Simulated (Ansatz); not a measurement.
Geometry optimisation, Ansatz, RKS CAM-B3LYP-D4/def2-SVP.

input.yaml

```yaml
crystal:
  periodic: [false, false, false]
  atoms:
    - { symbol: Zr, position_ang: [-0.3446, -1.2784, -0.1691] }
    - { symbol: C, position_ang: [0.6152, 1.2553, 0.2769] }
    - { symbol: O, position_ang: [-1.5092, -0.2669, 0.6549] }
    - { symbol: H, position_ang: [-0.6114, 0.6536, 0.5753] }
    - { symbol: Cl, position_ang: [-0.667, -1.2819, -2.4258] }
    - { symbol: Cl, position_ang: [-0.183, -3.4796, 0.4127] }
    - { symbol: H, position_ang: [0.4952, 2.1836, 0.8194] }
    - { symbol: H, position_ang: [0.6797, 1.4672, -0.7958] }
    - { symbol: H, position_ang: [1.525, 0.7473, 0.6516] }
basis:
  gaussian: { orbitals: def2-SVP }
hamiltonian:
  xc: cam_b3lyp
  dispersion: d4
relax:
  f_tol: 0.15
  max_steps: 25
  restrain:
    - { distance: [3, 1], at: 1.07, k: 30.0 }
    - { distance: [0, 1], at: 3.81, k: 30.0 }
    - { distance: [3, 2], at: 2.27, k: 30.0 }
output:
  orbitals: {}
```

Launched with:

```bash
$ ansatz run input.yaml --threads 4 --pin off --max-ram 5120MiB --backend cpu --events-out ev --progress --plain --runs-dir out
```

Q: Where does it end, and by what steps?

A: It converged. The restraints hold the end off the free minimum. After 9 steps the energy has fallen by 1.220 eV (the restraints' own energy left out); Zr1 moved furthest, 0.73 Å. Parted: Zr1–C2 (2.75 → 3.80 Å), Zr1–H4 (2.09 → 3.02 Å). Joined: C2–H4 (1.40 → 1.09 Å).

```json
{"step": "0", "energy less start (eV)": "0.0000", "largest force component (eV/Å)": "2.839", "accepted": "yes"}
{"step": "1", "energy less start (eV)": "0.1114", "largest force component (eV/Å)": "6.029", "accepted": "yes"}
{"step": "2", "energy less start (eV)": "-0.0810", "largest force component (eV/Å)": "6.789", "accepted": "yes"}
{"step": "3", "energy less start (eV)": "-0.5285", "largest force component (eV/Å)": "4.400", "accepted": "yes"}
{"step": "4", "energy less start (eV)": "-0.9506", "largest force component (eV/Å)": "2.277", "accepted": "yes"}
{"step": "5", "energy less start (eV)": "-1.1616", "largest force component (eV/Å)": "1.149", "accepted": "yes"}
{"step": "6", "energy less start (eV)": "-1.1993", "largest force component (eV/Å)": "0.542", "accepted": "yes"}
{"step": "7", "energy less start (eV)": "-1.2128", "largest force component (eV/Å)": "0.412", "accepted": "yes"}
{"step": "8", "energy less start (eV)": "-1.2168", "largest force component (eV/Å)": "0.436", "accepted": "yes"}
{"step": "9", "energy less start (eV)": "-1.2203", "largest force component (eV/Å)": "0.411", "accepted": "yes"}
```

```xyz
9
Properties=species:S:1:pos:R:3
Zr -0.763 -1.828 -0.412
C 0.723 1.579 0.392
O -1.692 -0.719 0.536
H -0.171 0.973 0.539
Cl -0.962 -1.505 -2.769
Cl -0.212 -3.881 0.671
H 0.609 2.513 0.957
H 0.851 1.817 -0.675
H 1.617 1.051 0.760
```

The run took 33 s on 4 threads of Arm Neoverse V1, on a shared host, peak memory 0.34 GiB.
